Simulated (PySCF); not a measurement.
A fit for the $^{11}$B shielding

GIAO PBE0/pcSseg-1 on PBE0-D3(BJ)/def2-SVP geometries (PySCF 2.14, gas phase, non-relativistic):

```tsv
SMILES	IAO charge (e) of B	σ(B) (ppm)
CC#[N+][BH2-]c1ccccn1	-0.245	126.7
CC#[N+][BH2-]C1CCC1	-0.245	125.4
CC#[N+][BH2-]P	-0.401	134.1
CC#[N+][BH2-]COC	-0.227	128.2
CC#[N+][BH2-]F	0.084	107.6
```

Question: Fit σ(B) as a line in the IAO charge of B. How well does it hold?

Answer: σ = 112.9 − 55.5 x, with x in e; correlation -0.99, rms deviation 1.4 ppm, largest 2.7 ppm at `CC#[N+][BH2-]COC`. A charge says how many electrons sit at the atom, not how easily they circulate, so such a line holds only within like compounds.

Question: A further member, `CC#[N+][BH2-]n1cccc1`, has x = -0.137. What does the line predict, and what does the calculation give?

Answer: The line gives 120.5 ppm; the calculation 118.5 ppm, a difference of -2.0 ppm, within the usual scatter of the fit.
